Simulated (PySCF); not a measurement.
## C4H10O3Si2: full NMR table

* Formula: C4H10O3Si2
* SMILES: C=CO[SiH2]CC(=O)O[SiH3]
* InChI: InChI=1S/C4H10O3Si2/c1-2-6-9-3-4(5)7-8/h2H,1,3,9H2,8H3
* Point group of the computed structure: C1
* Degrees of unsaturation: 2
* Carbon signals: 4
* Proton signals: 6

Mapped SMILES: `[CH2:1]=[CH:2][O:3][SiH2:4][CH2:5][C:6](=[O:7])[O:8][SiH3:9]` (H(Xn): hydrogen on atom n). Ha(C1) is cis to O3; Hb(C1) is trans to O3.

[PySCF: shieldings: GIAO PBE0/pcSseg-1; GFN2-xTB geometry; one computed conformer; equivalent nuclei averaged; gas phase; relativity neglected]

Chemical shifts δ = σref − σ; ¹H (31.72 ppm), ¹³C (186.93 ppm), ²⁹Si (349.16 ppm) against TMS; H2O for ¹⁷O (336.08 ppm), all at this level.

| carbon | δC, type | δH (multiplicity) | HMBC from (2–3 bonds) | span of the C tensor (ppm) |
| --- | --- | --- | --- | --- |
| C1 | 95.7, CH2 | Hb(C1) 4.49 (m); Ha(C1) 4.41 (m) | H(C2) | 170 |
| C2 | 156.4, CH | 6.68 (m) | H(Si4), Hb(C1), Ha(C1) | 187 |
| C5 | 28.5, CH2 | 2.56 (t) | H(Si4) | 65 |
| C6 | 177.9, C | – | H(Si4), H(Si9), H(C5) | 170 |

Other nuclei:
| atoms | nucleus | environment | δ (ppm) | σ (ppm) |
| --- | --- | --- | --- | --- |
| H(Si4) | ¹H | hydrogen on a silicon bonded to C, O | 5.22 | 26.50 |
| H(Si9) | ¹H | hydrogen on a silicon bonded to O | 4.69 | 27.03 |
| Si4 | ²⁹Si | silicon bonded to C, O, 2 H | -19.7 | 368.9 |
| Si9 | ²⁹Si | silicon bonded to O, 3 H | -41.9 | 391.1 |
| O7 | ¹⁷O | carbonyl oxygen | 457.5 | -121.4 |
| O8 | ¹⁷O | oxygen bonded to C, Si | 193.7 | 142.4 |
| O3 | ¹⁷O | oxygen bonded to C, Si | 109.8 | 226.2 |

1. Carbon types of the structure: 1 × C, 1 × CH, 2 × CH2, leaving 5 H on heteroatoms.
2. δC 177.9: carbonyl carbon.
3. δC 156.4: alkene carbon bearing oxygen; an sp2 carbon further deshielded by the attached heteroatom.
4. δC 95.7: β carbon of an enol-ether or enamine type C=C; the O or N lone pair pushes π density onto this β carbon and shields it.
5. δC 28.5: sp3 CH2 bonded to Si, α to a carbonyl; the adjacent C=O deshields it moderately.
6. δH 2.56: hydrogen on an sp3 CH2 bonded to Si, α to a carbonyl; α to C=O.

Shifts are as computed. Against solution values, carbons near 30 ppm lie about +3 ppm off and those near 130 ppm about +5 ppm. Of 1211 compounds with measured shifts, 218 miss one by over three times the rms of a fit or turn the order of signals round; such compounds aren't used in these exercises. Unscaled 17O shifts of doubly bonded oxygen tend to come out too high, by tens of ppm or more. Experimental scales use liquid or dissolved standards, which lie at an offset from isolated H2O (liquid H2O: subtract about 36 ppm). No couplings were computed; multiplicities are counted from neighbouring protons, with m where these are inequivalent, close in shift, in a saturated or five-membered ring or joined by F or P, and br s for small geminal =CH2 splittings.
